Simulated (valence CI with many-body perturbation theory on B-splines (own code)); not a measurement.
## W41+: magnetic and hyperfine properties of the levels

Calculated by relativistic CI+MBPT: five valence electrons over a frozen Dirac-Fock core [Ar] 3d10, a basis of 11 s, 11 p, 10 d, 8 f, 5 g, 2 h functions for each j, with the one-electron correlation potential Σ1, the two-electron term Σ2, the three-electron term Σ3, Breit, model QED; selected CI, second order for the rest, scaled by the run's own slope (own B-spline code, finite nucleus).

The last digits are not significant, and no measured levels were compared; by estimate large intervals hold to a few tenths of a per cent, small ones and those within an open d or f shell to about a per cent. Among the levels kept, up to 2100 cm⁻¹ of a level comes from second order outside the variational space, and about a tenth of that is noise between levels of different J, which matters for small intervals.

A/g_I is the dipole constant over the nuclear g factor μ/I (μ in nuclear magnetons, uniformly magnetised nucleus), B/Q the quadrupole constant per barn. Both hold the static response of the core; the bare values leave it out. Large factors of s and p1/2 electrons are usually good to 5 to 10 %; those of open d and f shells near neutrality can be off by tens of per cent, and small factors of p3/2, d and f electrons come from cancelling terms and can be off by a factor of two or in sign, in half-filled shells by more. B is blank for J = 1/2, where it vanishes, and for nearly pure S terms. Energies count from the lowest level.

Levels are named by their leading jj configuration (3d3/2^4 stands for four electrons in 3d with j = 3/2), which in mixed levels can hold well under half, so a name can repeat and another be missing. Letters in brackets count levels of one name in rising energy.

```
                             Level  E (eV)      g  A/g_I (MHz)  A/g_I bare  B/Q (MHz/b)  B/Q bare
        (4s^2 4p1/2^2 4p3/2) J=3/2    0.00  1.365        55200       53000       107000    103000
        (4s^2 4p1/2 4p3/2^2) J=3/2   89.09  1.455       -29500      -29000        13200     12800
        (4s^2 4p1/2 4p3/2^2) J=5/2   94.55  1.195       145000      140000         -253      -230
        (4s^2 4p1/2 4p3/2^2) J=1/2  101.41  0.659       494000      479000                       
        (4s^2 4p1/2^2 4d3/2) J=3/2  153.82  0.789        24300       24500        14800     14700
        (4s^2 4p1/2^2 4d5/2) J=5/2  176.72  1.310       116000      113000         1560      1740
        (4s 4p1/2^2 4p3/2^2) J=5/2  191.09  1.373       235000      228000        46000     44600
              (4s^2 4p3/2^3) J=3/2  191.48  1.303        58600       56400      -120000   -116000
        (4s 4p1/2^2 4p3/2^2) J=1/2  202.11  2.115      1440000     1390000                       
        (4s 4p1/2^2 4p3/2^2) J=3/2  204.21  1.170      -206000     -199000       -24500    -23800
(4s^2 4p1/2 4p3/2 4d3/2) J=5/2 [a]  242.45  0.962       110000      107000       -15500    -14800
(4s^2 4p1/2 4p3/2 4d3/2) J=3/2 [a]  242.70  0.915        96900       94400       -68200    -66000
(4s^2 4p1/2 4p3/2 4d3/2) J=1/2 [a]  243.02  0.208       187000      183000                       
    (4s^2 4p1/2 4p3/2 4d3/2) J=7/2  247.91  1.047       106000      103000       108000    105000
(4s^2 4p1/2 4p3/2 4d3/2) J=5/2 [b]  262.35  1.207         8560        8570        93800     90900
(4s^2 4p1/2 4p3/2 4d5/2) J=7/2 [a]  262.60  1.310       -23100      -22100       122000    118000
(4s^2 4p1/2 4p3/2 4d5/2) J=3/2 [a]  263.54  1.507        55600       54300       -46600    -45100
(4s^2 4p1/2 4p3/2 4d3/2) J=3/2 [b]  263.59  1.142        12500       12000         5380      5080
(4s^2 4p1/2 4p3/2 4d3/2) J=1/2 [b]  264.43  1.687       235000      226000                       
(4s^2 4p1/2 4p3/2 4d5/2) J=5/2 [a]  267.33  1.171       162000      157000       -86100    -83200
    (4s^2 4p1/2 4p3/2 4d5/2) J=9/2  268.67  1.195        79200       77000       111000    108000
(4s^2 4p1/2 4p3/2 4d5/2) J=7/2 [b]  281.81  1.111        91000       88400        12500     12400
(4s^2 4p1/2 4p3/2 4d5/2) J=5/2 [b]  282.08  1.227       -15100      -14400        18200     17900
(4s^2 4p1/2 4p3/2 4d5/2) J=3/2 [b]  282.78  1.030       110000      108000        -1720     -1590
    (4s^2 4p1/2 4p3/2 4d5/2) J=1/2  284.04  1.335      -225000     -217000                       
      (4s 4p1/2 4p3/2^3) J=3/2 [a]  288.87  1.345       190000      184000       -79000    -76500
          (4s 4p1/2 4p3/2^3) J=5/2  294.82  1.270       351000      340000      -126000   -122000
      (4s 4p1/2 4p3/2^3) J=3/2 [b]  304.62  1.092        89100       86200         4.20      61.0
          (4s 4p1/2 4p3/2^3) J=1/2  304.78  1.279      -410000     -396000                       
(4s 4p1/2^2 4p3/2 4d3/2) J=5/2 [a]  338.07  1.264       214000      207000        40500     39100
(4s 4p1/2^2 4p3/2 4d3/2) J=3/2 [a]  339.08  1.335       181000      176000        -3870     -3940
(4s 4p1/2^2 4p3/2 4d3/2) J=1/2 [a]  339.14  2.514       809000      782000                       
    (4s 4p1/2^2 4p3/2 4d3/2) J=7/2  341.21  1.281       223000      216000       101000     97600
        (4s^2 4p1/2^2 4f5/2) J=5/2  346.59  0.896         3950        4370        19500     18600
    (4s^2 4p3/2^2 4d3/2) J=3/2 [a]  350.98  1.180        39900       38600       -47100    -45800
(4s 4p1/2^2 4p3/2 4d3/2) J=3/2 [b]  351.17  0.986        61600       60100       -63500    -61400
        (4s^2 4p3/2^2 4d3/2) J=1/2  351.44  1.559        65500       61700                       
        (4s^2 4p3/2^2 4d3/2) J=5/2  351.79  1.193        59000       57300        -9970     -9740
        (4s^2 4p3/2^2 4d3/2) J=7/2  353.94  1.145        45100       43900        22200     21800
    (4s 4p1/2^2 4p3/2 4d5/2) J=9/2  357.74  1.370       191000      186000       110000    107000
```

Take the isotope of mass number 183, with I = 1/2, μ = 0.11739 μN. What is the hyperfine structure of (4s^2 4p1/2 4p3/2^2) J=3/2?

From the table A = -6920 MHz. Shifts from the centre of gravity in MHz: F = 1: 8650, F = 2: -5190.
